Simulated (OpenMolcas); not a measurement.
## W3+: moving or changing the point charges

W3+ among 5 point charges of -2 e arranged as a trigonal bipyramid (D3h), 2.25 Å from the ion, with the axial distance 2.137 Å.

```
Program             : OpenMolcas
Method              : CASSCF
Basis               : ANO-RCC-VDZP [7s6p4d2f1g]
Scalar Hamiltonian  : DKH2, point nucleus
Active space        : 3 electrons in 5 orbitals (5d)
State averaging     : 2S+1 = 4 even, 10 roots; 2S+1 = 2 even, 40 roots
Spin-orbit coupling : RASSI with atomic mean-field integrals over the reference wave functions
```

Runs around this geometry, states (labels of D3, the rotations of D3h). Energies in cm-1 above the lowest state or level, χT in cm3 K/mol.

| R (Å) | q (e) | Ground state | First state of that spin | First gap with spin-orbit (degeneracies) | χT at 300 K | First state of another spin |
| --- | --- | --- | --- | --- | --- | --- |
| 2.25 | -1.3 | 4E | 4E 2360 | 1244 (2, 2) | 0.124 | 2E 12821 |
| 2.25 | -2 | 4E | 4E 1134 | 1523 (2, 2) | 0.120 | 2E 11644 |
| 2.39 | -2 | 4E | 4E 1418 | 1465 (2, 2) | 0.113 | 2E 12343 |

Scaling the charges by -1.3 / -2 = 0.65 scales the first state of the same spin by 2360 / 1134 = 2.08; with fixed orbitals a first-order splitting would follow the charge.

An orbital doublet at a regular site is open to a Jahn-Teller distortion, which this geometry leaves out. Without dynamic correlation the repulsion within the d shell is too large (B by tens of per cent), so at a given field states of lower spin stand too high. Spin-orbit coupling mixes the spin-free states strongly: the lowest level takes only 60 % from its leading state, 4E (figures for R = 2.25, q = -1.3; the like holds for R = 2.25, q = -2, R = 2.39, q = -2). Point charges carry no covalency, so the field is a model and not that of real ligands. No measured value stands beside these numbers.
